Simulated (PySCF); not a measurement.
A geometry optimisation on `[SiH3]N([SiH3])[SiH-]C`.

Method: PBE0-D3(BJ)/def2-SVP geometry optimisation, gas phase (PySCF 2.14.0). Start geometry: GFN2-xTB. A driver script takes a list of jobs; this job's settings line and coordinates (Å) are shown.

Input:
```
{"job": {"xc": "PBE0", "basis": "def2-SVP", "d3": "d3bj", "grid": 1, "kind": "geom"}, "charge": -1, "multiplicity": 1}
C      2.178126     0.202394    -0.390596
Si     1.035443    -0.642999     0.918544
N     -0.615793    -0.067420     0.380468
Si    -1.122768    -1.667967     0.013893
Si    -1.269279     1.422210    -0.061388
H      3.219259     0.176796    -0.066821
H      2.127329    -0.307760    -1.352772
H      1.908409     1.244999    -0.561939
H      1.245390     0.338398     2.056762
H     -1.302125    -2.482380     1.223713
H     -2.514692    -1.587110    -0.562212
H     -0.393676    -2.381018    -1.048710
H     -1.019254     1.852975    -1.465108
H     -2.743078     1.419574     0.087282
H     -0.737705     2.487299     0.806971
```

Output:
```
step   0  E = -966.57658914  max force = 0.017324
step   1  E = -966.58570887  max force = 0.006587
step   2  E = -966.58639384  max force = 0.006413
step   3  E = -966.58762085  max force = 0.005540
step   4  E = -966.58800742  max force = 0.003511
step   5  E = -966.58817900  max force = 0.001564
step   6  E = -966.58821110  max force = 0.001178
step   7  E = -966.58824374  max force = 0.001286
step   8  E = -966.58827414  max force = 0.001926
step   9  E = -966.58831872  max force = 0.001926
step  10  E = -966.58837013  max force = 0.001315
step  11  E = -966.58841777  max force = 0.000715
step  12  E = -966.58844815  max force = 0.000791
step  13  E = -966.58849501  max force = 0.001692
step  14  E = -966.58857924  max force = 0.001683
step  15  E = -966.58873178  max force = 0.000788
step  16  E = -966.58923349  max force = 0.002772
step  17  E = -966.58953198  max force = 0.002831
step  18  E = -966.58983850  max force = 0.002226
step  19  E = -966.58994623  max force = 0.000953
step  20  E = -966.58997196  max force = 0.001246
step  21  E = -966.58998775  max force = 0.000986
step  22  E = -966.59000437  max force = 0.000264
step  23  E = -966.59001263  max force = 0.000324
optimisation converged
```

Energies in Eh; «max force» is the largest Cartesian gradient component in Eh/bohr.

How much energy does the optimisation release, in kcal/mol?

E(step 0) − E(last step) = 0.013423 Eh, which is 8.4 kcal/mol.

Main results: final energy -966.59001 Eh after 23 steps.

Cost: about 5 min of CPU time on one thread; the machine was shared, so the figure is rough.
Labels such as C1 count atoms from 1, the log's own numbers from 0.
